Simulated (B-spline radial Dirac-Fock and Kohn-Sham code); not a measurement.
## Relativistic shifts of the levels of Ti⁴⁺

System: titanium as Ti⁴⁺, configuration [Ne] 3s2 3p6.

Both columns are ΔSCF binding energies of the configuration average from a radial B-spline solver: non-relativistic Hartree-Fock with a point nucleus, and Dirac-Fock with a finite nucleus and the Coulomb interaction alone, averaged over the two j levels with weights 2j+1.

```
shell  Hartree-Fock (eV)  Dirac-Fock (eV)  shift (eV)  shift (%)
   1s             5011.0           5043.1      +32.12      +0.64
   2s              630.3            636.4       +6.14      +0.97
   2p              530.0            530.7       +0.63      +0.12
   3s              128.6            129.6       +0.93      +0.72
   3p              98.25            98.32       +0.07      +0.07
```

Relativity binds 1s, 2s, 2p, 3s, 3p more strongly, among those listed most of all 2s in relative terms.

Values without a named source are computed, but for edge energies of neutral atoms, which are taken from tables.
